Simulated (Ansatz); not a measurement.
Energy needed to pull apart AlBAsH5, closed shell, into free ground-state atoms, from the structure below (displaced at random from a GFN2-xTB minimum); no zero-point or spin–orbit terms; open-shell atoms are treated unrestricted, in their ground-state multiplicity.

| atom | x (Å) | y (Å) | z (Å) |
| --- | --- | --- | --- |
| B1 | -0.1105 | 1.0256 | -0.7194 |
| As2 | -1.4706 | 0.6231 | 0.6716 |
| Al3 | 0.1718 | -1.1220 | 0.1987 |
| H4 | -0.4767 | 0.9266 | -1.8310 |
| H5 | 0.9879 | 1.3868 | -0.5455 |
| H6 | -0.4899 | 0.7838 | 1.8505 |
| H7 | 0.0116 | -2.3236 | -0.7138 |
| H8 | 1.3642 | -1.2924 | 1.1347 |

Program: Ansatz 0.2.0. Basis: def2-TZVPP. Cores are frozen in the correlated methods. Filled d shells of the heavier atoms are correlated. The def2 sets are not built for correlating such inner shells, so the correlated values are less sure here.

| method | atomization energy (eV) |
| --- | --- |
| PBE-D4 | 21.97 |
| revPBE-D4 | ? |
| r2SCAN-D4 | 22.15 |
| PBE0-D4 | ? |
| wB97X-V | 22.18 |
| wB97M-V | 22.01 |
| HF | 15.91 |
| MP2 | 21.26 |
| CCSD | 21.08 |
| CCSD(T) | 21.39 |

Task: What does PBE0-D4 give? (Judge from chemistry; the value comes from the calculation.)

Result: Computed: 21.80 eV, which is about 0.41 eV more than CCSD(T)/def2-TZVPP.

Task: What does revPBE-D4 give? (An estimate is asked for; the value comes from the calculation.)

Result: By the calculation: 21.58 eV, which is about 0.19 eV more than CCSD(T)/def2-TZVPP.

In triple zeta the MP2 and coupled-cluster atomization energies are still short of their basis limit by a few kcal/mol a bond, whereas those of the functionals are nearly converged, so these differences are not deviations from converged CCSD(T).

The T1 diagnostic stays at or below 0.015.

For scale, one of the runs: CCSD(T)/def2-TZVPP forces, 191 basis functions (an equivalent command: `ansatz run in.yaml --threads 4`). The run took 3.8 min on 4 CPU threads (shared host), with 3.7 GiB of host memory at its peak.
